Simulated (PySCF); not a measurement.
dimethyl telluride (C2H6Te), SMILES C[Te]C.

The structure is a stationary point at B3LYP-D3(BJ)/def2-SVP. The def2 effective core potentials stand for the cores of Te; spin–orbit coupling is left out.

The numbers are results of TDA-PBE/def2-SVPD (PySCF), not measurements.

Vertical excitations. Isolated molecule, no solvent. State labels are in the subgroup C2v.

| state | symmetry | energy (eV) | λ (nm) | f | main pairs |
|---|---|---|---|---|---|
| S1 | A2 | 3.44 | 361 | 0.000 | HOMO→LUMO 100 % |
| S2 | B2 | 4.33 | 287 | 0.000 | HOMO→LUMO+1 95 % |
| S3 | B2 | 4.61 | 269 | 0.063 | HOMO→LUMO+2 99 % |
| S4 | A1 | 5.36 | 231 | 0.031 | HOMO→LUMO+3 99 % |
| S5 | A2 | 5.44 | 228 | 0.000 | HOMO→LUMO+4 100 % |
| S6 | B2 | 5.73 | 216 | 0.013 | HOMO→LUMO+5 92 % |
| S7 | B1 | 6.29 | 197 | 0.035 | HOMO−1→LUMO 73 %, HOMO→LUMO+9 20 % |
| S8 | B2 | 6.50 | 191 | 0.190 | HOMO→LUMO+6 92 % |
| S9 | A2 | 6.56 | 189 | 0.000 | HOMO→LUMO+7 100 % |
| S10 | A1 | 6.72 | 185 | 0.000 | HOMO→LUMO+8 74 %, HOMO−1→LUMO+1 18 % |
| T1 | A2 | 2.97 | 417 | 0 | HOMO→LUMO 100 % |
| T2 | B2 | 3.78 | 328 | 0 | HOMO→LUMO+1 99 % |
| T3 | B2 | 4.45 | 279 | 0 | HOMO→LUMO+2 99 % |
| T4 | A1 | 5.17 | 240 | 0 | HOMO→LUMO+3 100 % |
Triplets are in the Tamm–Dancoff approximation.
